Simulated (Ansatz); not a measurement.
```yaml
crystal:
  periodic: [false, false, false]
  atoms:
    - {symbol: O, position_ang: [-1.703500, -0.578041, 0.459364]}
    - {symbol: Mo, position_ang: [-0.037148, 0.049997, -0.055572]}
    - {symbol: O, position_ang: [1.463700, 1.093765, -0.111540]}
    - {symbol: O, position_ang: [0.323342, -1.031107, -1.569348]}
    - {symbol: F, position_ang: [-0.894831, 1.192992, -1.271856]}
    - {symbol: F, position_ang: [-0.284970, 0.930676, 1.545457]}
    - {symbol: F, position_ang: [0.912688, -1.319408, 0.840168]}
    - {symbol: H, position_ang: [-2.138329, -0.324643, 1.268731]}
    - {symbol: H, position_ang: [1.578693, 1.735794, 0.615623]}
    - {symbol: H, position_ang: [0.808181, -1.840868, -1.496765]}
basis:
  gaussian: {orbitals: def2-TZVP, fitting: {mean_field: cc-pVTZ-jkfit}}
magnetization: {spin_polarized: true, initial_magnetization: 2}
hamiltonian: {xc: {name: SVWN5}}
output: {forces: true}
```

```sh
$ ansatz run in.yaml --threads 8 --pin off --events-out ev --progress --plain --max-ram 20889MiB
```

Problem. How does Ansatz answer? (Best estimate.)

Solution. Computed: The program refused the input.
```
Functional definition: SVWN5
Error: <dir> the basis set cc-pVTZ-JKFIT has no functions for Mo
```
